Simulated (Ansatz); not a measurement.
`[OH][Ge]([Cl])([Cl])[Cl]` + HI → `[Cl][Ge]([Cl])([Cl])[I]` + H₂O at 600 K and 1 bar (ligand exchange at a Ge–O bond).

Calculated with Ansatz (gas phase, PBE0-D4/def2-TZVP geometries, no zero-point term in ΔE). CBS: MP2 limit from def2 TZ/QZ plus the TZ coupled-cluster correction, frozen cores. This one scheme is used for every species. def2 core potentials past Kr. For Ge, I outer-core shells are correlated without core-valence functions, which leaves a few kJ/mol of doubt a bond. Scalar relativity is left out up to krypton. One conformer a species, not always the lowest.

| species | CCSD(T)/CBS energy (Eh) | H − E (kJ/mol) | S (J/(mol·K)) |
| --- | --- | --- | --- |
| `[OH][Ge]([Cl])([Cl])[Cl]` | -3531.37835 | 103.0 | 449.3 |
| HI | -298.03592 | 31.6 | 227.0 |
| `[Cl][Ge]([Cl])([Cl])[I]` | -3753.05178 | 66.6 | 452.6 |
| H₂O | -76.37941 | 76.8 | 212.8 |

H − E and S are ideal-gas, rigid-rotor, harmonic terms from PBE0-D4/def2-TZVP, for one conformer and one mirror image of each species. 1 Eh = 2625.50 kJ/mol, R = 8.31446 J/(mol·K).

Task: By hand: ΔE, ΔH, ΔS and ΔG.

Result: ΔE = (-3753.05178) + (-76.37941) − (-3531.37835) − (-298.03592) = -0.01692 Eh = -44.4 kJ/mol. Δ(H − E) = 66.6 + 76.8 − 103.0 − 31.6 = 8.8, so ΔH = -35.6 kJ/mol. ΔS = 452.6 + 212.8 − 449.3 − 227.0 = -10.9 J/(mol·K). ΔG = -35.6 − 600 × (-10.9)/1000 = -29.1 kJ/mol.

Task: By hand: the equilibrium constant, and the temperature at which ΔG would vanish if ΔH and ΔS stayed fixed.

Result: log₁₀ K = −ΔG/(RT ln 10) = 2.5. ΔG = 0 at ΔH/ΔS = 3266 K, far beyond where these terms or the molecules hold.

The number of gas molecules stays the same, so ΔS is small and ΔH decides. A doubt of 5 kJ/mol in ΔE shifts log₁₀ K by 0.4 here. Other conformers and mirror images would add mixing entropy, several J/(mol·K) or more a flexible species. These are equilibria of isolated gas molecules and say nothing of rates. Largest T1 diagnostic: 0.010 (customary marks: 0.02 for closed shells, 0.045 for open ones).
